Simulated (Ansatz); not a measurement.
Li₂Br₂⁺, relaxed as a doublet with UKS r2SCAN-D4/def2-TZVP in Ansatz, starting from the GFN1-xTB geometry. Force threshold 0.02 eV/Å.

In the doublet, Br3 and Br4 lie 2.93 Å apart (atoms count from 1), so these atoms are partly bonded to each other. The relaxation made no stability test and no search for a lower SCF solution. The structure comes from a short search, and lower isomers may exist.

Start:

Cartesian coordinates in Å:
```
Li -0.271 1.806 -0.492
Li 0.281 -1.810 0.474
Br 1.415 0.325 0.411
Br -1.425 -0.320 -0.393
```

Estimate the energy that the relaxation releases and the steps that it takes.

1.0 kcal/mol, in 13 steps; 41 s on 4 threads of Arm Neoverse V1 on a shared host. The force fell under the threshold at step 5, but the optimiser went on and released 0.005 eV more. No frequencies were taken in this run, so the end may be a saddle point.

Does the start keep its bonding and symmetry?

By distances, no bond broke or formed. The bond that changes most is Br3–Br4, from 3.02 to 2.93 Å (atoms count from 1). Point group D2h at the start, C2v at the end, both within 0.05 Å.

Predict the relaxed structure.


```xyz
4

Li   -0.1988    1.7941   -0.7431
Li    0.3641   -1.9022    0.2445
Br    1.2952    0.3678    0.6386
Br   -1.4605   -0.2598   -0.1401
```
Bond lengths (bridged metal pairs left out): 4 × Br–Li 2.48 Å.
